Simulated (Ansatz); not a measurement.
Ansatz results at the PBE0-D4/def2-TZVP geometry: HOMO energy (PBE0/def2-TZVPP) -6.62 eV; LUMO energy (PBE/def2-TZVPP) -0.95 eV; HOMO–LUMO gap (PBE0/def2-TZVPP) 6.65 eV.

Each molecule was computed in one conformer, which needn't be the lowest.

(1) Which molecule gave them?
A. `[OH][Al]([SiH3])[SnH3]`
B. `COCC=S`
C. `OB(F)[SiH3]`
D. `C=C(O)SC`

Results:

(1) D. The others give `[OH][Al]([SiH3])[SnH3]`: -7.02, -2.58, 5.14; `OB(F)[SiH3]`: -8.59, -1.63, 7.88; `COCC=S`: -6.61, -3.32, 4.24.
